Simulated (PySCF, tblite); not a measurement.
A set of runs on `CSc1ccc([O])cc1` [radical]; the geometry of each is named by its level. Settings lines and outputs come from a driver script.

Species: C7H7OS (doublet state).
Atom-mapped SMILES: `[CH3:1][S:2][c:3]1[cH:4][cH:5][c:6]([O:7])[cH:8][cH:9]1` (hydrogens: H10, H11, H12 on C1; H13 on C4; H14 on C5; H15 on C8; H16 on C9)

Step 1: GFN2-xTB geometry optimisation, gas phase (tblite 0.8.0) (from a force-field or distance-geometry start)
```json
{"job": {"kind": "relax", "xc": "GFN2-xTB", "basis": "xTB"}, "charge": 0, "multiplicity": 2}
```
```
step      E/eV     max force
  0    -701.67651    2.737
  1    -701.82596    1.363
  2    -701.85615    0.479
...
 77    -702.08936    0.013
 78    -702.08938    0.012
 79    -702.08941    0.011
 80    -702.08943    0.010
 81    -702.08944    0.007
```

Energy lowered by 9.5 kcal/mol over 81 steps; largest atomic force 0.007 eV/Å at the end. «max force» is the largest atomic force in eV/Å.

Step 2: GFN2-xTB harmonic vibrations, gas phase (tblite 0.8.0) (on the GFN2-xTB geometry)
```json
{"job": {"kind": "ir", "xc": "GFN2-xTB", "basis": "xTB"}, "charge": 0, "multiplicity": 2}
```
```
(table of modes left out)
```

42 modes from 50 to 3101 cm⁻¹ (unscaled, harmonic); zero-point energy 73.5 kcal/mol; all wavenumbers are real at this level.

Step 3: UKS B3LYP, pcH-1 on C H O S, non-relativistic, mean-field spin-orbit, GIAO (PySCF 2.14.0) (on the GFN2-xTB geometry)
```json
{"job": {"kind": "epr", "basis": "pcH-1"}, "charge": 0, "multiplicity": 2}
```
```
...
E = -744.36420301 Eh   <S^2> = 0.7750 (exact 0.7500)
g shifts (ppm)      1          2          3
  rmc          -222       -222       -222
  gc            -12         38         47
  oz_so         -74       4732       8733
  total        -308       4548       8559
hyperfine (MHz)  atom isotope    a_iso     a_fc   dipolar eigenvalues
    0   13C      -2.91      -2.93     -0.21     -0.15      0.35
    1   33S       6.83       7.09    -17.76    -15.48     33.25
    2   13C      32.27      32.03    -28.62    -26.78     55.41
    3   13C     -22.37     -22.36    -13.96      6.11      7.85
    4   13C      20.11      20.28    -21.53    -20.68     42.21
    5   13C     -29.55     -29.63     -8.51      1.31      7.20
    6   17O     -24.64     -23.86   -109.12     54.44     54.67
    7   13C      16.20      16.34    -17.67    -16.77     34.44
    8   13C     -20.48     -20.48    -13.07      5.78      7.28
    9    1H      11.37      11.37     -1.34     -0.77      2.11
   10    1H      -0.65      -0.66     -1.25     -0.96      2.21
   11    1H      10.93      10.93     -1.36     -0.75      2.11
   12    1H       5.47       5.46     -2.96     -0.36      3.33
   13    1H     -18.16     -18.14     -9.02     -1.90     10.92
   14    1H     -15.12     -15.10     -7.31     -1.92      9.23
...
```

⟨S²⟩ 0.775; g_iso 2.0066. rmc, gc and oz_so are the mass-correction, gauge-correction and orbital-Zeeman/spin–orbit parts of the g shift along its three principal axes; a_iso is the isotropic hyperfine coupling and a_fc its Fermi-contact part. The log counts atoms from 0, this text from 1.

Task: Which step took the most CPU time, and about what did each take on Arm Neoverse V1, one thread (shared host)?

Result: Step 3, about 99 % of the total. CPU time by step: 1: 0.6 s, 2: 0.59 s, 3: 2.5 min.

Geometry of the electronic-property runs (GFN2-xTB):
```
atom  x, y, z in Å
C1     2.826   -0.464   -0.782
S2     1.772    1.010   -0.879
C3     0.237    0.506   -0.233
C4    -0.046   -0.790    0.225
C5    -1.279   -1.091    0.721
C6    -2.343   -0.108    0.800
O7    -3.458   -0.380    1.256
C8    -2.001    1.214    0.308
C9    -0.766    1.496   -0.182
H10    2.419   -1.254   -1.406
H11    3.796   -0.157   -1.162
H12    2.920   -0.784    0.252
H13    0.713   -1.557    0.190
H14   -1.503   -2.086    1.075
H15   -2.770    1.969    0.350
H16   -0.524    2.486   -0.543
```

 (This holds for the electronic-property runs.)

One conformer stands for the species.
